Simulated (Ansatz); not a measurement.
Cu2F2⁻ (the lowest doublet isomer of a short search) was relaxed with PBE0-D4 (def2-SVPD) in Ansatz in these states: charge -1 doublet, charge -1 quartet. The geometries follow in no particular order.

A:

Cartesian coordinates in Å:
```
Cu 1.8720 0.0011 -0.6017
Cu -0.5912 0.0437 0.2164
F 0.3217 -1.2102 -0.8265
F -1.6025 1.1654 1.2118
```

B:

Cartesian coordinates in Å:
```
Cu -0.0642 2.1037 -0.0062
Cu -0.4348 -0.3899 0.5122
F 0.6750 0.4705 -0.7901
F -0.1759 -2.1842 0.2841
```

Problem. Judge from the bond lengths which geometry belongs to which state (an estimate).

Solution. A is the charge -1 doublet (Cu2–F3 1.869 Å, Cu1–F3 1.980 Å, Cu1–Cu2 2.596 Å); B is the charge -1 quartet (Cu2–F3 1.915 Å, Cu1–F3 1.957 Å, Cu1–Cu2 2.574 Å).

At PBE0-D4/def2-SVPD the highest occupied level of the charge -1 quartet lies above zero (up to 0.36 eV). The electron is either unbound and held by the finite basis, or the level is raised by self-interaction error. At PBE0-D4/def2-TZVPD a doublet lies 2.67 eV below the charge -1 quartet. These are the stationary points nearest to one start from a short search; other shapes may lie lower in each state.
